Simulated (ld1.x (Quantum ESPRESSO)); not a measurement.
# Logarithmic derivatives: gold (Au), TM

| Item | Value |
| --- | --- |
| Element | Au (Z = 79) |
| Generator | ld1.x (Quantum ESPRESSO) 7.5 |
| Type | norm-conserving Troullier–Martins (Kleinman–Bylander form) |
| Functional | LDA (PZ) |
| Relativity | scalar-relativistic |
| Frozen core | [Xe] 4f14 |
| Valence charge | 11 |
| Reference configuration | 5d10 6s0 6p0 (charge +1) |
| Partial waves | 6s (bound, empty): rc 2.40 bohr; 6p (bound, empty): rc 2.25 bohr; 5d (bound): rc 1.50 bohr |
| Local potential | all-electron potential smoothed inside 1.35 bohr (lloc = -1) |
| Core correction | a·sin(br)/r model core, default radius (core density twice the valence density) |

The phase is arctan(r·u′/u) with u = r·R(r), unwrapped; energies in Ry, scanned from -3 to 5 Ry. A pole is an energy at which the radial function vanishes at the test radius. The pseudo phase is shifted by a multiple of π to meet the all-electron one at the reference energy, and phase errors are pseudo minus all-electron; the curves can meet again beyond the range given. Levels narrower than the energy grid can be missing from the lists of poles.

Task: For each channel, where are the poles, and over which energies does the pseudopotential scatter like the atom?

Result:

```json
{"channel": "s", "radius (bohr)": "2.58", "reference energy (Ry)": "-1.00", "poles, all-electron": "0.97", "poles, pseudo": "0.77, 3.82", "unbroken range about the reference energy with phases within 0.05 rad": "below 1.3", "phase error 1 Ry above the reference energy (rad)": "-0.010"}
{"channel": "p", "radius (bohr)": "2.58", "reference energy (Ry)": "-0.51", "poles, all-electron": "2.73", "poles, pseudo": "2.19", "unbroken range about the reference energy with phases within 0.05 rad": "below 2.2", "phase error 1 Ry above the reference energy (rad)": "-0.024"}
{"channel": "d", "radius (bohr)": "2.58", "reference energy (Ry)": "-1.15", "poles, all-electron": "-0.80", "poles, pseudo": "-0.80", "unbroken range about the reference energy with phases within 0.05 rad": "the whole range", "phase error 1 Ry above the reference energy (rad)": "-0.000"}
```

Note: ghost states, extra bound levels that the all-electron valence spectrum of the same l lacks: s at -191.3 eV, p at -67.0 eV. A true bound ghost makes a file unfit for plane-wave use.

Phases in the s channel:

```
E (Ry)  all-electron  pseudo
 -3.00         1.235   1.232
 -2.52         1.159   1.155
 -2.04         1.012   1.006
 -1.56         0.638   0.632
 -1.08        -0.375  -0.375
 -0.60        -1.117  -1.121
 -0.12        -1.370  -1.378
  0.36        -1.486  -1.501
  0.84        -1.556  -1.582
  1.32        -1.606  -1.655
  1.80        -1.649  -1.756
  2.28        -1.690  -2.080
  2.76        -1.735  -4.231
  3.24        -1.791  -4.603
  3.72        -1.872  -4.699
  4.20        -2.012  -4.755
  4.68        -2.317  -4.800
```
